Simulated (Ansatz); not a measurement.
Relaxation of C₂H₇FGeS (12 atoms, charge 0, multiplicity 1), to a largest force component of 0.015 eV/Å in at most 40 steps.

These are results of RKS PBE-D4/def2-SVP in Ansatz, not measurements.

```xyz
12
Properties=species:S:1:pos:R:3:forces:R:3
C -1.302 0.190 1.420 -2.11 2.65 -0.04
S 0.043 1.314 0.965 -0.08 0.15 0.04
C 1.038 0.004 0.208 -1.18 -0.80 -1.49
Ge 2.239 -0.826 1.444 1.86 1.75 0.26
F 1.411 -1.353 2.883 -0.43 -0.29 0.34
H -2.146 0.863 1.878 1.22 -1.06 -0.50
H -0.993 -0.537 2.136 0.41 -1.08 0.93
H -1.727 -0.235 0.496 -0.06 -0.34 -0.05
H 0.295 -0.796 -0.159 0.78 0.78 0.16
H 1.554 0.369 -0.725 0.00 -0.12 0.57
H 3.302 0.325 1.896 -0.68 -0.78 -0.08
H 3.004 -1.957 0.797 0.25 -0.86 -0.13
```

Problem. Where does it end, and by what steps?

Solution. The run converged. The force dipped under the threshold on the way, but the program's further checks kept it going. After 9 steps the energy has fallen by 0.432 eV; H9 moved furthest, 0.39 Å.

| step | energy less start (eV) | largest force component (eV/Å) | accepted |
| --- | --- | --- | --- |
| 0 | 0.0000 | 2.649 | yes |
| 1 | -0.3494 | 0.690 | yes |
| 2 | -0.4091 | 0.265 | yes |
| 3 | -0.4248 | 0.157 | yes |
| 4 | -0.4298 | 0.080 | yes |
| 5 | -0.4313 | 0.048 | yes |
| 6 | -0.4312 | 0.071 | no |
| 7 | -0.4319 | 0.012 | yes |
| 8 | -0.4322 | 0.017 | yes |
| 9 | -0.4322 | 0.011 | yes |

```xyz
12
Properties=species:S:1:pos:R:3
C -1.293 0.239 1.532
S -0.067 1.267 0.661
C 1.050 -0.028 0.022
Ge 2.220 -0.782 1.416
F 1.154 -1.488 2.648
H -1.985 0.941 2.036
H -0.807 -0.408 2.286
H -1.874 -0.380 0.818
H 0.482 -0.826 -0.501
H 1.697 0.463 -0.735
H 3.031 0.326 2.135
H 3.107 -1.963 0.921
```

Time of the run: 33 s on 2 threads of Arm Neoverse V1, with other jobs on the host, peak memory 0.18 GiB.
